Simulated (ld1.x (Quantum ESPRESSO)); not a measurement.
**Pseudopotential generation for thallium (Tl): TM semilocal, PBE, scalar-relativistic.**

thallium (Tl), norm-conserving Troullier–Martins (semilocal form), made with ld1.x (Quantum ESPRESSO) 7.5 (PBE, scalar-relativistic). Core [Xe] 4f14 5d10, reference 6s1.75 6p1.25. Waves: 6s (bound): rc 2.25 bohr; 6d channel at 0.2 Ry: rc 1.95 bohr; 6p (bound): rc 2.15 bohr. Local part: the p channel. Core correction: a·sin(br)/r model core, default radius (core density twice the valence density).

Poles of the logarithmic derivatives, all-electron (AE) and pseudo (PS). s: poles at 1.3 (AE) and 1.2 (PS) Ry. p: poles at 3.3 (AE) and 2.5 (PS) Ry. d: poles at -0.9 (AE) and no energy (PS) Ry. Test radius 2.46 bohr.

* Cutoffs needed: 21 Ry and 35 Ry (the cutoffs (Ry, on a coarse ladder) from which the occupation-weighted sum of valence levels, in a spherical-Bessel basis at the reference potential, stays within 10 and 1 mRy of its value at 400 Ry)
* Ghost test: no extra level below or beside the all-electron valence levels (s, d, p tested); the semilocal form is local in each channel, so this says nothing of the separable form that plane-wave codes build from it (spherical-Bessel basis up to 400 Ry, 20 bohr box)
* Largest excitation error: -329 meV (all-electron minus pseudo) for 6s1 6p0, out of 7 test configurations
